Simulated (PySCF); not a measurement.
HgCl, SMILES [Cl][Hg+], charge +1. Atoms are numbered in the order given.

```xyz
2

Hg     0.0000     0.0000    -0.3980
Cl     0.0000     0.0000     1.8730
```
Charge +1, spin multiplicity 1.

The structure is a stationary point at B3LYP-D3(BJ)/def2-TZVPD. The spin state was assumed, not searched. The def2 effective core potentials stand for the cores of Hg; spin–orbit coupling is left out.

Level of theory: PBE/def2-TZVPD run with PySCF.

Mulliken values depend strongly on the basis, most of all with diffuse functions as here. ESP charges are fitted to the potential on shells at 1.4 to 2.0 van der Waals radii. Atomic charges (e):

```csv
atom,Mulliken,ESP fit
Hg1,1.04,___
Cl2,-0.04,___
```

**Question.** Complete the blanks. (The exact figures need the calculation; the answer reports its results.)

**Answer.** 
- Hg1, ESP fit: 1.02
- Cl2, ESP fit: -0.02
